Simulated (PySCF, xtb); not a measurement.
B(F)2(NH2) (BF2H2N), SMILES FB(F)N.

The structure is a stationary point at B3LYP-D3(BJ)/def2-SVP. One conformer was computed; it need not be the lowest.

The numbers are results of C-PCM-B3LYP/def2-SVP run with PySCF 2.14.0, not measurements.

The values are the electrostatic part of the solvation free energy, E(continuum) − E(gas) at the gas-phase geometry, in a cavity of scaled van der Waals radii (PySCF's table); cavitation and dispersion terms are not included. In vacuum the orbital gap is 9.26 eV. The dipole moment in vacuum is 2.82 D.

| solvent | ε | ΔG(elec) (kcal/mol) | dipole (D) | gap (eV) |
|---|---|---|---|---|
| water | 78.36 | -4.5 | 3.31 | 9.44 |
| toluene | 2.37 | -2.5 | 3.09 | 9.38 |
| dimethylsulfoxide | 46.83 | -4.4 | 3.31 | 9.44 |

For comparison, GFN2-xTB/ALPB(water) (xtb, at the GFN2-xTB geometry, all terms of that model) gives -6.6 kcal/mol.
